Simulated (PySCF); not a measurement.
**SiCl4: core ionisation energies**

Species: SiCl4.
Bonds: Cl1–Si2, Si2–Cl3, Si2–Cl4, Si2–Cl5.

Computed, not measured: delta-SCF UKS SCAN, pcX-3 on the ionised atom, pcseg-2 elsewhere, spin-free X2C (PySCF 2.14.0). Vertical ΔSCF values, vacuum level as zero.

Q: What binding energy does each computed site have?

A: 
```
        atom(s)             environment     level  binding energy (eV)  2p1/2 (eV)  count
Cl1/Cl3/Cl4/Cl5  silicon-bound chlorine     Cl 1s              2829.48           –      4
            Si2  chlorine-bound silicon     Si 1s              1850.37           –      1
Cl1/Cl3/Cl4/Cl5  silicon-bound chlorine  Cl 2p3/2               206.81      208.47      4
            Si2  chlorine-bound silicon  Si 2p3/2               110.03      110.66      1
```

Q: What is the longest wavelength that can ionise Si 1s of Si2 vertically?

A: λ = hc/E = 12398.42 eV Å / 1850.37 eV = 6.701 Å.

The first atom of each set that the bonding makes equivalent was ionised and stands for the set. 2p3/2 and 2p1/2 are the ΔSCF energy of one spin-free 2p hole plus the eigenvalues of a spin–orbit and ligand-field matrix of the shell. 2p1/2 minus 2p3/2 (ligand field included): Cl 1.66 eV, Si 0.63 eV. Isolated species at its PBE0-D3(BJ)/def2-TZVP geometry, gas phase.
